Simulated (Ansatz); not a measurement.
Mulliken charges of `[CH3][Ge]([F])([F])[AlH2]` from ωB97M-V/def2-TZVPP in Ansatz (PBE0-D4/def2-TZVP geometry).

| atom | x (Å) | y (Å) | z (Å) | charge (e) |
| --- | --- | --- | --- | --- |
| C1 | -1.089 | -1.322 | 0.465 | -0.440 |
| Ge2 | 0.411 | -0.321 | -0.245 | 0.634 |
| F3 | 1.829 | -1.039 | 0.489 | -0.395 |
| F4 | 0.535 | -0.811 | -1.921 | -0.395 |
| Al5 | 0.761 | 2.163 | -0.199 | 0.386 |
| H6 | -0.916 | -2.382 | 0.270 | 0.145 |
| H7 | -1.177 | -1.164 | 1.540 | 0.126 |
| H8 | -2.016 | -1.013 | -0.020 | 0.126 |
| H9 | -0.334 | 3.091 | 0.472 | -0.098 |
| H10 | 2.079 | 2.746 | -0.847 | -0.090 |

Question: By hand: the dipole of these point charges (1 e Å = 4.8032 D).

Answer: Σ q r = (-0.590, 0.774, 0.390) e Å, of length 1.048 e Å = 5.03 D.

Question: How does the dipole of the full density compare? (Estimate.)

Answer: Computed: (-0.464, 0.444, 0.291) e Å, 3.39 D; the point charges give 1.48 times that, at 9° from its direction.

Point charges leave out the atoms' own dipoles, such as those of lone pairs, and Mulliken's split depends on the basis, so the two needn't agree.
